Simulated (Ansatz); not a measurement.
Reaction (redistribution): `Cl[CH2][GeH2][SeH]` + `NP(O)O` → `OP(O)[SeH]` + `[NH2][GeH2][CH2]Cl`

Computed with Ansatz on PBE0-D4/def2-TZVP structures; ΔE is electronic, products minus reactants. CCSD(T)/CBS adds triple-zeta CCSD(T) − MP2 to the extrapolated MP2 energy (def2 sets, frozen cores). Functionals use def2-TZVPP. B3LYP here is the variant with VWN-RPA as its local correlation; programs differ in this. For Ge, Se outer-core shells are correlated without core-valence functions, which leaves a few kJ/mol of doubt a bond. Scalar relativity is left out up to krypton. Each species was taken in one conformer, which may not be the lowest.

| level | ΔE (kJ/mol) |
| --- | --- |
| ωB97X-V | 62.8 |
| PBE0 | 58.9 |
| B3LYP | 56.1 |
| MP2/def2-TZVPP | 61.4 |
| CCSD(T)/def2-TZVPP | 60.0 |
| MP2/def2-QZVPP | 61.2 |
| SCS-MP2/def2-QZVPP | 60.3 |
| CCSD/CBS(def2) | 63.0 |

Task: What does CCSD(T)/CBS give? (Best estimate.)

Result: Ansatz gave: +59.7 kJ/mol. The listed levels differ from it by 3.1, -0.8, -3.6, 1.7, 0.3, 1.5, 0.6, 3.3 kJ/mol.

Largest T1 diagnostic among the species: 0.013.

In def2-TZVPP, CCSD(T) changes the Hartree–Fock value by −11.8 kJ/mol (the triples alone add −3.3 kJ/mol) and MP2 by −10.4 kJ/mol. From PBE to PBE0 (25 % exact exchange), in def2-TZVPP and without D4, ΔE moves by +8.5 kJ/mol.
